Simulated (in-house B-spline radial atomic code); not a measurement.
Values are calculated unless marked as measured or tabulated.
Extrapolating the RPA correlation energy in partial waves: Rb

All-electron RPA on Hartree-Fock orbitals from a B-spline radial code for spherical atoms, scalar-relativistic (spin-free one-electron X2C), finite nucleus, configuration [Kr] 5s1, highest spin. RPA overbinds a lone outer s electron by self-correlation, and G0W0 tends to as well. With empty states up to angular momentum L the sums are:

```csv
L,E_c(L) (hartree)
4,-2.143064
5,-2.282291
6,-2.350734
7,-2.387127
8,-2.407299
9,-2.419342
```

For large l each further wave adds A/(l + 1/2)⁴, because the basis must build the cusp where two electrons meet.

Task: Estimate the limit from L = 8 and L = 9.

Result: Wave 9 adds -0.012043, against a sum of (l + 1/2)⁻⁴ of 1.22774e-04, so A = -98.091. The sum over l > 9 is ζ(4, 10.5) = 3.3168e-04, close to 1/(3 × 10³) = 3.3333e-04. The tail is -0.032535 and the limit -2.45188 hartree.

Task: How good is the estimate?

Result: A run to L = 11 sums to -2.43196 and extrapolates to -2.44883 hartree, 1.16 millihartree from the run before, so it has not settled and is itself too deep. The estimate differs from that by -3.05 millihartree, while the bare sum at L = 9 misses 29.5 millihartree (1.2 %).
